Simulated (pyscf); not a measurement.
Optimised with ωB97X-D3(BJ)/def2-SVP in PySCF.

**Question.** For the elementary gas-phase step F–GeH(F)–F (SMILES [F][GeH]([F])[F]) + GeH₂ (SMILES [GeH2]) [singlet] → F–GeH₂–GeH(F)–F (SMILES [F][GeH2][GeH]([F])[F]) (singlet surface; F–Ge broken, F–Ge, Ge–Ge formed), what barrier and reaction energy does ωB97M-D3(BJ)/def2-TZVP give, measured from the separated reactants?

**Answer.** ΔE‡ = -0.02 eV, ΔE = -1.64 eV. Zero-point energy shifts the barrier by +0.08 eV. It is an insertion, with an imaginary mode of 101i cm⁻¹. On the reactant side the descent ends in a complex, 0.27 eV under the separated species and 0.08 eV under the saddle at ωB97X-D3(BJ)/def2-TZVP. At ωB97M-D3(BJ) the saddle lies under the separated reactants, which points to a path from their complex (located at ωB97X-D3(BJ) alone). At ωB97X-D3(BJ) the barrier from the zero used here is -0.19 eV. One saddle was located; it need not be the lowest between these sides. Elements up to Kr have no core potential and no relativistic terms here.
